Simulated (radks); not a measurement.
Values are calculated unless marked as measured or tabulated.
Valence configurations of Dy I (all share [Xe]). Level of theory: Dirac Kohn-Sham, PBE, spin-unpolarised, spherical densities, point nucleus; open shells are shared between the two j in proportion to 2j + 1 (a radial shooting solver on a logarithmic mesh with Libxc functionals). Energies are relative to 4f10 6s2; eigenvalues in eV.

valence          E (eV)  e(4f5/2)  e(4f7/2)  e(5d3/2)  e(5d5/2)  e(6p1/2)
4f10 6s2          0.000    -3.599    -2.722         -         -         -
4f10 6p2          5.482    -6.307    -5.428         -         -    -2.489
4f8 5d2 6s2      13.933   -16.461   -15.458    -3.590    -3.217         -
4f10 6s1 6p1      2.662    -5.015    -4.137         -         -    -1.961
4f9.5 6s2 6p0.5   1.903    -8.022    -7.112         -         -    -1.898
4f9 6s2 6p1       5.873   -12.900   -11.958         -         -    -2.438
4f7 5d2 6s2 6p1  33.369   -27.573   -26.505    -7.303    -6.781    -2.635
4f8 5d1 6s2 6p1  16.611   -19.934   -18.929    -5.980    -5.542    -2.559
4f9.5 5d0.5 6s2   1.539    -6.558    -5.649    -1.908    -1.670         -

NIST lists [Xe] 4f10 6s2 as the ground configuration; this level of theory agrees among the configurations tried. The energies are those of spherical spin-averaged densities, not of single terms. No valid solution was reached for [Xe] 4f11 6s1.
